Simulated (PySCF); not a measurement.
GaCl₃, SMILES [Cl][Ga]([Cl])[Cl]. Atoms are numbered in the order given.

```xyz
4

Ga     0.0000     0.0000     0.0000
Cl    -2.1206     0.0000     0.0000
Cl     1.0603     1.8365     0.0000
Cl     1.0603    -1.8365     0.0000
```
Charge 0, spin multiplicity 1.

The structure is a stationary point at PBE0-D3(BJ)/def2-SVP. The isomer is the one that the SMILES or the coordinates give; other isomers of the formula were not compared.

Two levels are set side by side: PBE/pcSseg-1 (PySCF) and PBE0/pcSseg-1 (PySCF). GIAO shifts against HCl (³⁵Cl) at the same level; non-relativistic, no solvent, atoms listed together averaged. Without spin–orbit terms, shifts of atoms bonded to Cl or Br come out too high at both levels. Differences are taken from unrounded values.

| quantity | PBE0 |
|---|---|
| δ(³⁵Cl) of Cl2, Cl3, Cl4 (ppm) | 104.0 |

### Question
What does PBE give, and how far is it from PBE0? (An estimate is asked for; the answer gives what the named calculation found.)

### Answer

```csv
quantity,PBE,PBE minus PBE0
"δ(³⁵Cl) of Cl2, Cl3, Cl4 (ppm)",158.8,54.8
```

Rough cost on one machine, each run with all the roots and properties that it gave: PBE0 against PBE within a factor of 2.
